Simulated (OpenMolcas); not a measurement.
Re2+ among 6 point charges of -1.7 e arranged as an octahedron (Oh), 1.96 Å from the ion.
```
   1.9600    0.0000    0.0000  -1.70
   0.0000    1.9600    0.0000  -1.70
  -1.9600    0.0000    0.0000  -1.70
   0.0000   -1.9600    0.0000  -1.70
   0.0000    0.0000    1.9600  -1.70
   0.0000    0.0000   -1.9600  -1.70
```

```yaml
Program: OpenMolcas 26.06
Method: CASSCF
Basis: ANO-RCC-VDZP [7s6p4d2f1g]
Scalar_Hamiltonian: DKH2, point nucleus
Active_space: 5 electrons in 5 orbitals (5d)
State_averaging: 2S+1 = 6 even, 1 root; 2S+1 = 4 even, 24 roots; 2S+1 = 2 even, 75 roots
Spin-orbit_coupling: state interaction with AMFI integrals over the reference wave functions
```

(1) What is the spin-free ground state (labels of O, the rotations of Oh)?

(2) Where is the first state of the same spin?

(3) What are the lowest two levels with spin-orbit coupling?

(4) What is χT at 300 K?

(5) Which ligand-field parameters describe the states?

Results:

(1) 2T2, 3-fold in its orbital part, 28 % from free-ion I terms; d5 allows 2S+1 = 6, so this is a state of lower spin.

(2) 2A2 at 14600 cm-1 above the ground state.

(3) A 2-fold level Γ7 with g = 2.39, 2.39, 2.39, then a 4-fold level Γ8 3594 cm-1 above it. Their leading multiplicities are 2 (66 %) and 6 (51 %).

(4) 0.70 cm3 K/mol.

(5) A least-squares ligand-field fit to the states below 45000 cm-1, each weighted by its degeneracy and with a free common offset, gives 10Dq = 18804 cm-1, B = 723 cm-1 and C = 2822 cm-1 (C/B = 3.90), with an rms deviation of 455 cm-1. 

Spin-orbit coupling mixes the spin-free states strongly: the lowest level takes only 62 % from its leading state, 2T2. Without dynamic correlation the repulsion within the d shell is too large (B by tens of per cent), so at a given field states of lower spin stand too high. This shell can be high or low spin here, a state of another spin lies low, and with metal d orbitals alone active their balance is uncertain, so the ground spin may be wrong, although the usual error favours high spin. Point charges carry no covalency, so the field is a model and not that of real ligands. No measured value stands beside these numbers.
